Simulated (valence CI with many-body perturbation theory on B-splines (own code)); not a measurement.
Values are calculated unless marked as measured or tabulated.
## Tb26+: input, log and results

Method: valence CI with perturbative core correlation (CI+MBPT): three valence electrons over a frozen Dirac-Fock core [Kr], a basis of 6 s, 6 p, 5 d, 5 f, 1 g functions for each j, with the one-electron correlation potential Σ1 (screened to all orders), the two-electron term Σ2, the three-electron term Σ3, Breit, model QED; selected single and double excitations, second order for the rest, scaled by the run's own slope (own B-spline code, finite nucleus).

Command, and the settings that its task file holds:

```sh
python run_cv.py task.json out
```

```
atom Tb  Z=65  mass_number=159  rms_radius_fm=5.0600
core [Kr]
valence 4d3
avg = 1
basis = S
breit = 1
cap = 10000
capref = 1200
cscale = 1
de = 0.0
dress = 0
eps = 2e-08
extrap = 1
h = 0.27
hh = 1
l2 = 3
lcore = 6
maxit = 3
n2 = 5
natural = 1
nlev = 20
nno = [3, 3, 3, 3, 1]
nroot = 26
nsp = [3, 3, 2, 2, 0]
pt2 = 1
qed = 1
rpa = 1
s1 = 1
s2 = 1
s3 = 1
screen = 1
tol = 2e-05
whole = 1
```

It took 32 s on 1 thread of Arm Neoverse V2, on a shared host.

Log. The first blocks belong to the next ion, which gives the ionisation energy. Fields: 2J, parity (1 odd), roots, reference size, generating configurations, candidates as configurations/state functions, variational space P, stored matrix elements, Davidson steps; e2 is the range of second-order energies in hartree. The first line gives the box (bohr), its intervals, the orbitals and the steps of their self-consistent field. Window is the range of levels sought, series limit the energy at which the first omitted orbital would enter, core excitation an estimate of the first excitation out of the core, left out the lowest levels not solved, and shifts from estimates the range by which levels moved from their first estimate, all in cm⁻¹.

```
rmax 5.5 intervals 59 orbitals 40 references ['4d3', '4d2 4f', '4d2 5s', '4d 4f2', '4d2 5p'] scf 4 t 1.2
2J=4 par=0 roots 2 ref 42 generators 3 cand 263/263 P 305/305 nnz 0 it 0
2J=4 par=0 roots 2 ref 42 generators 6 cand 24/24 P 329/329 nnz 0 it 0
   second order: generators 9 cand 6/6 e2 -0.00000 -0.00000
2J=0 par=0 roots 2 ref 17 generators 4 cand 106/106 P 123/123 nnz 0 it 0
2J=0 par=0 roots 2 ref 17 generators 6 cand 2/2 P 125/125 nnz 0 it 0
   second order: generators 7 cand 0/0 e2 -0.00000 -0.00000
2J=6 par=0 roots 2 ref 32 generators 2 cand 219/219 P 251/251 nnz 0 it 0
2J=6 par=0 roots 2 ref 32 generators 9 cand 16/16 P 267/267 nnz 0 it 0
   second order: generators 13 cand 15/15 e2 -0.00000 -0.00000
reference levels 455, estimated 19, window 270663 1/cm; series limit 4053744, core excitation 985645
2J=3 par=0 roots 5 ref 38 generators 8 cand 123/312 P 730/1791 nnz 0 it 3
2J=3 par=0 roots 5 ref 38 generators 10 cand 142/411 P 872/2202 nnz 0 it 3
   second order: generators 12 cand 1113/2487 e2 -0.00001 -0.00000
2J=5 par=0 roots 5 ref 44 generators 4 cand 132/376 P 728/2064 nnz 0 it 3
2J=5 par=0 roots 5 ref 44 generators 8 cand 147/517 P 875/2581 nnz 1.5e+06 it 3
   second order: generators 12 cand 934/2466 e2 -0.00001 -0.00000
2J=7 par=0 roots 3 ref 38 generators 2 cand 122/284 P 639/1762 nnz 0 it 3
2J=7 par=0 roots 3 ref 38 generators 6 cand 115/394 P 754/2156 nnz 0 it 3
   second order: generators 8 cand 1036/2948 e2 -0.00001 -0.00000
2J=9 par=0 roots 3 ref 31 generators 4 cand 90/185 P 576/1409 nnz 0 it 3
2J=9 par=0 roots 3 ref 31 generators 8 cand 89/273 P 665/1682 nnz 0 it 3
   second order: generators 12 cand 1316/3661 e2 -0.00000 -0.00000
2J=1 par=0 roots 2 ref 21 generators 4 cand 96/147 P 610/961 nnz 0 it 0
2J=1 par=0 roots 2 ref 21 generators 6 cand 155/271 P 765/1232 nnz 0 it 0
   second order: generators 9 cand 886/1352 e2 -0.00000 -0.00000
2J=11 par=0 roots 1 ref 19 generators 1 cand 28/48 P 418/884 nnz 0 it 0
2J=11 par=0 roots 1 ref 19 generators 3 cand 50/130 P 468/1014 nnz 0 it 0
   second order: generators 6 cand 918/2309 e2 -0.00001 -0.00001
left out: unestimated 1237855, estimated none, shifts from estimates -20 to 3
operators 2.5
```

The Davidson iterations stopped at their limit. The settings are bad on purpose, so the numbers may not be properties of the ion.

The last digits are not significant, and no measured levels were compared; by estimate large intervals hold to a few tenths of a per cent, small ones and those within an open d or f shell to about a per cent. Only levels of the ground parity were solved; by the run's estimate the other parity begins above the list, which can be wrong where configurations are misplaced.

```
Valence energy                            : -105.2726 hartree
Ionisation energy                         : 910.16 eV (NIST: 909 ± 4 eV (theoretical))
Reference configurations for the orbitals : 4d3, 4d2 4f, 4d2 5s, 4d 4f2, 4d2 5p
Radial orbitals                           : 40
Box radius                                : 5.531 bohr
Largest variational space                 : 2581
Lowest levels                             : (4d3/2^3) J=3/2 0.0, (4d3/2^2 4d5/2) J=5/2 [a] 50361, (4d3/2^2 4d5/2) J=3/2 68830, (4d3/2^2 4d5/2) J=7/2 72213, (4d3/2^2 4d5/2) J=9/2 77642, (4d3/2^2 4d5/2) J=1/2 79794, (4d3/2^2 4d5/2) J=5/2 [b] 120930, (4d3/2 4d5/2^2) J=7/2 [a] 126570, (4d3/2 4d5/2^2) J=9/2 134290, (4d3/2 4d5/2^2) J=3/2 [a] 146670, (4d3/2 4d5/2^2) J=1/2 153210, (4d3/2 4d5/2^2) J=11/2 159300, (4d3/2 4d5/2^2) J=5/2 [a] 165370, (4d3/2 4d5/2^2) J=5/2 [b] 174560 cm⁻¹
```

Levels are named by their leading jj configuration (3d3/2^4 stands for four electrons in 3d with j = 3/2), which in mixed levels can hold well under half, so a name can repeat and another be missing. Letters in brackets count levels of one name in rising energy.
